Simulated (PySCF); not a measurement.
GeH4Mg. Atoms are numbered in the order given.

```xyz
6

Mg     0.0000     0.0000    -1.8911
H      0.0000     0.0000    -3.5906
Ge     0.0000     0.0000     0.6970
H      1.2266     0.7082     1.3263
H     -1.2266     0.7082     1.3263
H      0.0000    -1.4164     1.3263
```
Charge 0, spin multiplicity 1.

Geometry optimised at B3LYP-D3(BJ)/def2-TZVP.

These are TDA-PBE0/def2-TZVPD (PySCF) values and carry that method's errors.

Vertical excitations; the highest root listed may be one member of a degenerate set.  State labels are in the subgroup Cs.

Computed UV-visible absorptions:
```tsv
state	symmetry	energy (eV)	λ (nm)	f	main pairs
S1	A"	4.67	265	0.009	HOMO→LUMO (degenerate set)
S2	A'	4.67	265	0.009	HOMO→LUMO+1 (degenerate set)
S3	A'	5.60	222	0.555	HOMO→LUMO+2 90 %
S4	A'	6.42	193	0.184	HOMO−1→LUMO+1 (degenerate set)
S5	A"	6.42	193	0.184	HOMO−1→LUMO (degenerate set)
S6	A'	6.88	180	0.079	HOMO→LUMO+3 51 %, HOMO−1→LUMO+2 45 %
S7	A'	6.89	180	0.051	HOMO→LUMO+5, HOMO−3→LUMO, HOMO−2→LUMO+1, HOMO→LUMO+8 (degenerate set)
S8	A"	6.89	180	0.051	HOMO→LUMO+4, HOMO−2→LUMO, HOMO−3→LUMO+1, HOMO→LUMO+7 (degenerate set)
S9	A"	6.92	179	0.000	HOMO−3→LUMO+1 49 %, HOMO−2→LUMO 49 %
S10	A'	6.98	178	0.070	HOMO→LUMO+6 55 %, HOMO−2→LUMO+1 14 %, HOMO−3→LUMO 13 %, HOMO→LUMO+3 10 %
T1	A'	4.09	303	0	HOMO→LUMO+1 (degenerate set)
T2	A"	4.09	303	0	HOMO→LUMO (degenerate set)
T3	A'	4.37	284	0	HOMO→LUMO+2 96 %
T4	A'	5.44	228	0	HOMO−1→LUMO+1 86 %
```
Triplets are in the Tamm–Dancoff approximation.
